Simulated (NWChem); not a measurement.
# CNO, doublet; SMILES N#C[O]

```xyz
3

O      0.0000     0.0000     1.1532
C      0.0000     0.0000    -0.0489
N      0.0000     0.0000    -1.2703
```
Atoms are numbered in this order, from 1.

Program: NWChem. Spin-unrestricted. The state is orbitally degenerate and is run as one real component. All runs use the structure optimised with PBE-D3(BJ)/def2-SVP, spin-unrestricted. No stability test was run on the SCF state. Vzz is the largest principal value of the second derivative of the potential at the nucleus (NWChem prints the opposite sign); η is the asymmetry. Non-relativistic.

```tsv
level	Vzz O1 (a.u.)	η O1	Vzz N3 (a.u.)	η N3
B3LYP/def2-SVP	-1.347	0.21	1.081	0.15
B3LYP/cc-pVTZ	-1.346	0.29	1.192	0.07
CAM-B3LYP/cc-pVTZ	-1.359	0.28	1.209	0.07
CAM-B3LYP/def2-TZVP	-1.358	0.29	1.210	0.06
```
